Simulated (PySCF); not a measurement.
CHOS, charge +1, singlet, geometry from GFN2-xTB. Base run: PBE/cc-pVDZ (PySCF).

Here is a job for PySCF.
```python
from pyscf import gto, scf, dft

mol = gto.M(
    atom='''
O    -0.051685    0.007582   -1.622180
C     0.028890   -0.021204   -0.402282
S    -0.022332    0.026657    1.103045
H     0.597450   -0.359945   -2.257586
''',
    basis='cc-pvdz',
    charge=1,
    spin=0,
    verbose=4,
)

mf = dft.RKS(mol)
mf.xc = 'pbe'
mf.kernel()
mf.analyze()
```

The base run was repeated with changes; each row names its change, and settings that it needs were set with it.

| change | ΔE vs base (mEh) | fitting functions |
|---|---|---|
| base | 0.000 | - |
| auxbasis = def2-tzvp-ri | (withheld) | (withheld) |
| auxbasis = default (with mf = mf.density_fit()) | -0.052 | 275 |
| auxbasis = def2-universal-jfit | (withheld) | (withheld) |
| auxbasis = even-tempered beta=1.6 | -0.007 | 630 |
| auxbasis = def2-svp-ri | -646.2 | 172 |
| auxbasis = cc-pvqz-jkfit | -0.022 | 411 |
| auxbasis = even-tempered beta=3.0 | (withheld) | (withheld) |
| auxbasis = cc-pvtz-ri | -14.017 | 314 |
| auxbasis = autoaux | -0.030 | 399 |

Some entries are withheld; supply them.


- auxbasis = def2-tzvp-ri, ΔE vs base (mEh): -15.013
- auxbasis = def2-tzvp-ri, fitting functions: 280
- auxbasis = def2-universal-jfit, ΔE vs base (mEh): -0.126
- auxbasis = def2-universal-jfit, fitting functions: 160
- auxbasis = even-tempered beta=3.0, ΔE vs base (mEh): -1.922
- auxbasis = even-tempered beta=3.0, fitting functions: 289

A fitting set is made for a task (jfit for Coulomb, jkfit for Coulomb and exchange, ri for correlation) and for a family of orbital bases.
